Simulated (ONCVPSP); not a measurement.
**Before and after: ONCV potential for titanium**

titanium (Ti), optimised norm-conserving Vanderbilt (ONCV), made with ONCVPSP 4.0.1 (LDA (Perdew-Zunger), scalar-relativistic). Core [Ne], reference 3s2 3p6 3d3 4s1. Waves: 3s+4s: rc 1.55 bohr, ncon 3, nbas 7, qcut 9.1 1/bohr, 2 projectors; 3p: rc 1.60 bohr, ncon 4, nbas 9, qcut 9.4 1/bohr, 3 projectors, debl 1.8 Ha; 3d: rc 2.05 bohr, ncon 4, nbas 9, qcut 9.2 1/bohr, 2 projectors, debl 3.1 Ha. Local part: polynomial inside 1.10 bohr (lpopt 5, dvloc0 3 Ha). Core correction: Teter function, fcfact 3.75, rcfact 1.45.

All-electron outer shells of the reference configuration (LDA (Perdew-Zunger), scalar-relativistic, ld1.x):

```
shell  level (eV)  outermost node (bohr)  outermost maximum (bohr)
   2p     -440.24                      –                      0.22
   3s      -58.94                   0.40                      0.87
   3p      -35.61                   0.37                      0.90
   4s       -3.88                   1.26                      3.03
   3d       -2.09                      –                      1.01
```

Change: s: qcut 5.6; p: qcut 5.7; d: qcut 5.6.

Cutoffs: the cutoffs (Ha) at which the residual kinetic energy of the hardest occupied pseudo-wave falls to 1 and 0.1 mHa per electron; they do not see the model core or the augmentation charge, which bear on the density cutoff. Errors are all-electron minus pseudo energies relative to the spin-unpolarised reference configuration.

Question: How do hardness, ghosts and transferability respond?

Answer: The potential gets neither clearly harder nor softer (27 Ha and 31 Ha → 18 Ha and 89 Ha); the d channel sets the loose cutoff, while the largest relative change is in s, which becomes softer; of the 3 tests that both files solve, the error grows in 3 and shrinks in 0 by more than 15 % and 0.3 meV (median size 13.3 → 37.0 meV); the range in which the d phases agree narrows (upper end at the end of the scan → 1.4); neither file shows a bound ghost.

| quantity | base | changed |
| --- | --- | --- |
| cutoff, loose | 27 Ha | 18 Ha |
| cutoff, tight | 31 Ha | 89 Ha |
| loose cutoff by channel | s 25 Ha, p 21 Ha, d 27 Ha | s 10 Ha, p 17 Ha, d 18 Ha |
| bound ghosts | none | none |
| GHOST(+) flags under 300 eV | none | none |
| tests with a reliable result | 3 of 4 | 3 of 4 |
| error for 3s2 3p6 3d2 4s2, meV [ΔE -1.06 eV] | +19 | +51 |
| error for 3s2 3p6 3d2 4s1, meV [ΔE 6.48 eV] | +13 | +37 |
| error for 3s2 3p6 3d3 4s0, meV [ΔE 6.50 eV] | +2.8 | +7.3 |
| s: phases at 1.57 bohr within 0.05 rad from the reference energy up to (Ha; the scan ends near 5) | to the end of the scan | to the end of the scan |
| p: phases at 1.62 bohr within 0.05 rad from the reference energy up to (Ha; the scan ends near 5) | to the end of the scan | to the end of the scan |
| d: phases at 2.08 bohr within 0.05 rad from the reference energy up to (Ha; the scan ends near 5) | to the end of the scan | 1.4 |
| rms error of d²Exc/dni dnj with the model core, mHa | 0.49 | 1.12 |

Changed file: The cutoffs count occupied waves only; projector 2 of the d channel, the hardest unoccupied one, needs 85 Ha at the loose tolerance.
